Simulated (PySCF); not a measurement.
Working out the ionisation energy of Si⁺

Si⁺ [Ne] 3s2 3p1 (2P) → Si²⁺ [Ne] 3s2 (1S). All numbers are calculated (PySCF 2.14, the non-relativistic Hamiltonian (point nucleus), in aug-cc-pV(T+d)Z (6s5p4d2f, 55 functions)). Frozen: [Ne]. Energies in hartree (1 hartree = 27.21139 eV):

| part | Si⁺ (lower) | Si²⁺ (upper) |
| --- | --- | --- |
| UHF | -288.575956 | -287.994312 |
| MP2 opposite-spin | -0.038808 | -0.031754 |
| MP2 same-spin | -0.002737 | 0.000000 |

What does Hartree-Fock give?

(-287.994312) − (-288.575956) = 0.581644 hartree = 15.827 eV.

What do MP2 and SCS-MP2 (6/5 opposite-spin, 1/3 same-spin) give?

The opposite-spin parts differ by 0.192 eV and the same-spin parts by 0.074 eV. MP2: 15.827 + (0.192) + (0.074) = 16.093 eV. SCS-MP2: 15.827 + 1.2 × (0.192) + (0.074)/3 = 16.082 eV.

Measured between the centres of the two terms (NIST): 16.322 eV, so MP2 (valence) is off by -0.229 eV.

What remains against the reference includes basis incompleteness, the frozen core and correlation beyond second order.
